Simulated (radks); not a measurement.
The numbers below are computed, except where a source is named.
Spherical quantum dot in the effective-mass picture: electrons in a parabolic well V = omega^2 r^2 / 2 with omega = 2.62, with a point charge +2 (a donor) at the centre, all in effective atomic units (hartree* = m*/eps^2 hartree, bohr* = eps/m* bohr), one dielectric constant everywhere. Level of theory: non-relativistic Kohn-Sham, exchange-only LDA, spin-polarised, spherical densities (a radial shooting solver with Libxc functionals). Levels are named by radial order and angular momentum (1s, 1p, 1d, 2s, ...), and open shells are averaged over m. Results are scaled to m* = 0.128 and eps = 9.2, for which hartree* = 41.15 meV and bohr* = 3.803 nm.

N = 26, configuration 1s2 1p6 1d10 2s2 1f(up 6, down 0). This is the lowest configuration that the search found. Occupied and some empty levels:

level    occupation  eigenvalue (meV)  <r> (nm)
1s up             1            856.58     2.643
1s down           1            858.09     2.600
1p up             3            953.39     4.338
1p down           3            957.99     4.292
2s up             1            995.41     4.562
2s down           1            1000.4     4.565
1d up             5            1024.9     5.189
1d down           5            1030.9     5.164
1f up             6            1097.3     5.802
2p up             0            1099.1     5.147
2p down           0            1103.6     5.164
1f down           0            1103.9     5.795
1g up             0            1172.9     6.304
1g down           0            1179.7     6.309
2d up             0            1186.0     5.755
2d down           0            1190.7     5.764

Energy (meV): total 16889.3, kinetic 3325.6, external 4665.2, Hartree 9677.5, exchange-correlation -778.95.

Electron density:

r (nm)  n(r) (e/nm^3)
0.465          0.1094
0.983         0.06412
1.50          0.03991
2.02          0.02854
2.54          0.02463
3.05          0.02437
3.57          0.02505
4.09          0.02491
4.61          0.02311
5.13          0.01964
5.64          0.01518
6.16          0.01058
6.68         0.006618
7.20         0.003699
7.71         0.001842
8.23        0.0008108
8.75        0.0003191
9.27        0.0001118
9.79       0.00003487
10.3        9.667e-06
